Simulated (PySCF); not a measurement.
GaH7O2Si2.
Structure used (PBE0-D3(BJ)/def2-SVP), in Å, numbered top down from 1:
```
atom  x, y, z in Å
Si1   -2.0251    0.2543   -0.3957
O2    -1.5925   -0.0461    1.1743
Ga3   -0.1973   -0.3747    2.2208
O4     1.3836   -0.3569    1.4163
Si5    2.1490   -0.0454   -0.0177
H6    -1.8077   -0.9543   -1.2500
H7    -1.2291    1.3862   -0.9670
H8    -3.4721    0.6190   -0.4342
H9    -0.3492   -0.6589    3.7269
H10    3.3513   -0.9225   -0.1320
H11    1.2461   -0.3131   -1.1824
H12    2.5827    1.3841   -0.0760
```

Method: PySCF 2.14.0, PBE0-D3(BJ)/def2-SVP geometry optimisation, gas phase.

Q: Which atoms are bound to Ga3, and at what distances?

A: 3 atoms: H9 1.540 Å, O4 1.774 Å, O2 1.775 Å. The nearest atom not counted as bound is Si1, at 3.25 Å (others tie with it).

Q: List the angles at Ga3.

A: 
```tsv
angle	degrees	distance of the outer atoms (Å)
O4–Ga3–H9	122.2	2.90
O2–Ga3–H9	122.2	2.90
O2–Ga3–O4	115.6	3.00
```

Q: What is the shape at Ga3?

A: Planar: angles 122.2°, 122.2° and 115.6°, sum 360.0°, 0.00 Å off the plane of its three neighbours.

Q: What are the other bond lengths?

A: Si1–O2, O4–Si5 1.656 Å; Si1–H6 and 5 like bonds 1.495 Å.

Q: Give some angles away from the centre.

A: Si1–O2–Ga3 142.9°.

Q: What are the rotational constants (commonest isotopes, rigid rotor)?

A: A = 2229, B = 1396, C = 876.4 MHz: an asymmetric top.

Charge 0, singlet. No frequency check.

On an Arm Neoverse V2 with one thread, no GPU (shared host), this took 78 s wall and 0.55 GiB of memory at its peak. This is the geometry optimisation.

One conformer stands for the species.
